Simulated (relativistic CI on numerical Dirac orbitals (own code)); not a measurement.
# What each ingredient does to the levels of Ba17+

Base calculation: Dirac-Coulomb-Breit CI, KLI orbitals optimised for each configuration, a model potential for QED, unscaled Slater integrals.

Configuration list (outside the closed core [Ar] 3d10): 4s2 4p6 4d3, 4s2 4p5 4d4, 4s2 4p6 4d2 4f, 4s 4p6 4d4, 4s2 4p6 4d2 5s, 4s2 4p6 4d2 5p, 4s 4p6 4d3 4f, 4s2 4p6 4d 4f 5s, 4s2 4p6 4d2 5d, 4s2 4p6 4d 5s 5p, 4s2 4p6 4d 4f2, 4s2 4p6 4f3, 4s2 4p6 4f2 5s, 4s2 4p6 4f2 5p, 4s 4p6 4d 4f3, 4p6 4d5, 4p5 4d6, 4s2 4p6 4d 5s2, 4s2 4p6 4f 5s2, 4s2 4p6 5s2 5p, 4s 4p6 4d 4f 5s2. Double excitations out of closed p, d and f shells are left out; levels of such configurations are missing from the list, as are those of other unlisted configurations, and high levels can miss mixing partners. These lack a partner that the ground configuration has and come out too high: 4s2 4p6 4d2 5d.

Variants: (1) QED terms removed; (2) one mean potential for all configurations. Shifts of the energy above 4s2 4p6 4d3 4F_3/2, in cm⁻¹, for the lowest level and the first level of each name with at least 55 % of one term (blank where a level changes its place among those of its configuration and J or its character, or is not in the variant):

```tsv
Level	Base	Δ(1)	Δ(2)
4s2 4p6 4d3 4F_3/2	0	0	0
4s2 4p6 4d3 4F_5/2	15549	-60	-4
4s2 4p6 4d3 4F_7/2	27656	-86	-7
4s2 4p6 4d3 4F_9/2	35555	-85	-7
4s2 4p6 4d3 4P_1/2	39195	-53	-9
4s2 4p6 4d3 2G_7/2	55560	-103	-10
4s2 4p6 4d3 4P_5/2	57066	-102	-14
4s2 4p6 4d3 2H_9/2	58716	-115	-10
4s2 4p6 4d3 2P_1/2	70135	-124	-18
4s2 4p6 4d3 2H_11/2	78758	-130	-11
4s2 4p6 4d3 2D_5/2	80638	-134	-18
4s2 4p6 4d3 2G_9/2	89597	-189	-18
4s2 4p6 4d3 2F_5/2	94178	-94	-15
4s2 4p6 4d3 2P_3/2	96605	-188	-25
4s2 4p6 4d3 2F_7/2	96624	-117	-16
4s2 4p5 4d4 6D°_5/2	694476	+213	-185
4s2 4p5 4d4 6D°_7/2	696448	+189	-184
4s2 4p5 4d4 6D°_9/2	701737	+172	-184
4s2 4p5 4d4 6D°_1/2	709383	+201	-186
4s2 4p5 4d4 6F°_11/2	729448	+184	-192
4s2 4p5 4d4 4D°_1/2	748511	+173	-197
4s2 4p5 4d4 4G°_11/2	763778	+148	-216
```

At this charge energies of transitions that change n are usually good to better than 1 %, and those within a shell (Δn = 0) to a few per cent. Terms inside the open d or f shell come out 10 to 20 % too wide with unscaled integrals.

Ionisation energy from the two ground configurations alone: base 454.501 eV. The NIST ASD value (theoretical) is 455 eV.

LS names give the leading component of a level, which can be under half, so a name can repeat, a term be missing and a line seem to break the LS rules.
